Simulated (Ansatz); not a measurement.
Geometry optimisation, RKS B3LYP-D4/def2-SVP (Ansatz).

Input file:

```yaml
crystal:
  periodic: [false, false, false]
  atoms:
    - { symbol: Ti, position_ang: [0.222101, -0.063441, 0.038437] }
    - { symbol: Cl, position_ang: [0.701334, 0.075752, 2.303172] }
    - { symbol: F, position_ang: [1.704527, 0.048498, -0.831066] }
    - { symbol: F, position_ang: [-0.772509, 1.247841, -0.488206] }
    - { symbol: F, position_ang: [-0.476331, -1.592597, -0.370308] }
    - { symbol: P, position_ang: [-3.154635, 0.251527, 1.315421] }
    - { symbol: H, position_ang: [-2.858755, -0.627379, 0.229401] }
    - { symbol: H, position_ang: [-3.615892, -0.818704, 2.142613] }
    - { symbol: H, position_ang: [-1.833738, 0.166403, 1.849337] }
basis:
  gaussian: { orbitals: def2-SVP }
hamiltonian:
  xc: b3lyp
  dispersion: d4
relax:
  f_tol: 0.03
  max_steps: 50
```

Run as:

```bash
$ ansatz run input.yaml --threads 4 --pin off --max-ram 5120MiB --backend cpu --events-out ev --progress --plain --runs-dir out
```

**Question.** Where does it end, and by what steps?

**Answer.** The run converged. After 11 steps the energy has fallen by 0.180 eV; H9 moved furthest, 0.47 Å.

| step | energy less start (eV) | largest force component (eV/Å) | accepted |
| --- | --- | --- | --- |
| 0 | 0.0000 | 1.496 | yes |
| 1 | -0.1579 | 0.218 | yes |
| 2 | -0.1685 | 0.115 | yes |
| 3 | -0.1620 | 0.388 | no |
| 4 | -0.1731 | 0.031 | yes |
| 5 | -0.1757 | 0.045 | yes |
| 6 | -0.1767 | 0.115 | yes |
| 7 | -0.1784 | 0.035 | yes |
| 8 | -0.1790 | 0.051 | yes |
| 9 | -0.1794 | 0.062 | yes |
| 10 | -0.1796 | 0.037 | yes |
| 11 | -0.1798 | 0.003 | yes |

```xyz
9
Properties=species:S:1:pos:R:3
Ti 0.421 -0.069 -0.022
Cl 0.954 -0.030 2.097
F 1.846 0.124 -0.984
F -0.678 1.223 -0.377
F -0.324 -1.582 -0.420
P -3.370 0.216 1.257
H -2.776 -0.791 0.434
H -3.956 -0.750 2.134
H -2.201 0.347 2.070
```

Whether the end is a true minimum wasn't checked by a vibrational analysis.

Run time: 59 s on 4 threads of Arm Neoverse N1, with other jobs on the host, peak memory 0.35 GiB.
